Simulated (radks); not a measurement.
The numbers below are computed, except where a source is named.
All-electron atom: the oxygen anion O2- in [Ne].

Level of theory: scalar-relativistic Kohn-Sham, LDA (Slater exchange, Perdew-Wang correlation), spin-polarised, spherical densities, point nucleus; Watson sphere of charge +2 and radius 3.77 bohr (a radial shooting solver on a logarithmic mesh with Libxc functionals).

Energy parts (eV; the electron-nucleus part includes the sphere):
part                     energy
total                 -2168.069
kinetic                2023.828
electron-nucleus      -5143.087
Hartree                1177.176
exchange-correlation   -225.986

Orbitals (lengths in bohr, moments of r in powers of bohr; <r^-3> diverges for s and p1/2):
orbital  occ.  eigenvalue (eV)   <1/r>  <r^-3>
1s          2        -503.0822   7.594       -
2s          2         -17.2825   1.225       -
2p          6          -3.6438  0.8889   3.592

The highest occupied level is 2p at -3.644 eV. Summed over all electrons, <r^2> = 34.67 bohr^2, which gives a Langevin (diamagnetic) susceptibility term of -27.5 x 10^-6 cm^3/mol. The density falls to 0.001 e/bohr^3 at r = 4.54 bohr.
